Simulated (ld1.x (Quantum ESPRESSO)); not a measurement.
Configuration tests for tin (TM)

- Element: Sn
- Generator: ld1.x (Quantum ESPRESSO) 7.5
- Type: norm-conserving Troullier–Martins (Kleinman–Bylander form)
- Functional: PBEsol
- Relativity: scalar-relativistic
- Frozen core: [Kr]
- Valence charge: 14
- Reference configuration: 4d10 5s2 5p1 (charge +1)
- Partial waves: 5p (bound): rc 2.65 bohr; 4d (bound): rc 1.40 bohr; 5s (bound): rc 1.90 bohr
- Local potential: the s channel
- Core correction: a·sin(br)/r model core inside 1.08 bohr

Energies are relative to the spin-unpolarised reference configuration 4d10 5s2 5p1; without spin polarisation the order of configurations can differ from experiment.

```
valence configuration  charge  ΔE all-electron (eV)  error AE − PS (meV)
         4d10 5s2 5p0      +2                13.972                 -4.9
         4d10 5s1 5p0      +3                44.986                  -24
          4d9 5s2 5p2      +1                25.753                 -370
          4d9 5s2 5p3       0                17.502                 -417
         4d10 5s1 5p3       0                 0.111                 -1.8
         4d10 5s1 5p2      +1                 7.687                 -2.4
```

Question: What are ΔE and the potential's error for 4d10 5s2 5p2?

Answer: ΔE = -6.898 eV all-electron; the error (AE − PS) is +2.1 meV.

Levels in the configuration 4d10 5s1 5p2:

```
level  all-electron (eV)  pseudo (eV)
   4d            -35.258      -35.278
   5s            -18.775      -18.777
   5p            -11.001      -11.000
```
